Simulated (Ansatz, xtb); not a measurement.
# Relative energy of two isomers of CH4SZn

Structure I is `[CH3][Zn][SH]`, a singlet and structure II is `C[S][ZnH]`, a singlet. Both are isolated molecules in the gas phase, relaxed with PBE0-D3(BJ)/def2-SVP.

Quicker runs give these differences E(II) − E(I): GFN2-xTB −0.301 eV; HF/STO-3G −0.851 eV (at GFN2-xTB geometries); r2SCAN-D4/def2-SVP +0.747 eV (at GFN2-xTB geometries).

Q: Estimate E(II) − E(I) at the level CCSD(T)/def2-TZVP.

A: Calculated at CCSD(T)/def2-TZVP: E(II) − E(I) = +0.659 eV, so structure I lies lower.

How the difference moves with the method:

| level | geometry | E(II) − E(I) (eV) | departure from the last row (eV) | job, with rough time for the two |
| --- | --- | --- | --- | --- |
| GFN2-xTB | GFN2-xTB | −0.301 | −0.960 | optimisation, 1 s |
| HF/STO-3G | GFN2-xTB | −0.851 | −1.510 | single point, 17 s |
| r2SCAN-D4/def2-SVP | GFN2-xTB | +0.747 | +0.088 | single point, 11 s |
| PBE0-D3(BJ)/def2-SVP | PBE0-D3(BJ)/def2-SVP | +0.615 | −0.044 | optimisation, 2.6 min |
| HF/def2-TZVP | PBE0-D3(BJ)/def2-SVP | +0.525 | −0.133 | part of the CCSD(T) run |
| MP2/def2-TZVP | PBE0-D3(BJ)/def2-SVP | +0.688 | +0.029 | part of the CCSD(T) run |
| CCSD(T)/def2-TZVP | PBE0-D3(BJ)/def2-SVP | +0.659 |  | single point, 4.9 min |

As drawn, II has 1 C–S, 1 Zn–H in place of 1 C–Zn, 1 S–H.

GFN2-xTB, HF/STO-3G put the two in the other order. The largest departure from CCSD(T)/def2-TZVP is that of HF/STO-3G, 1.510 eV. A small imaginary or near-zero mode remains, so no thermal terms are given.

The correlated steps freeze 11 core orbitals; the last core shell of Zn is correlated, in a basis made for valence electrons. Run with Ansatz 0.2.0, xtb 6.7.1; the last row on 1 thread of AMD EPYC (Zen 3) on a shared host.
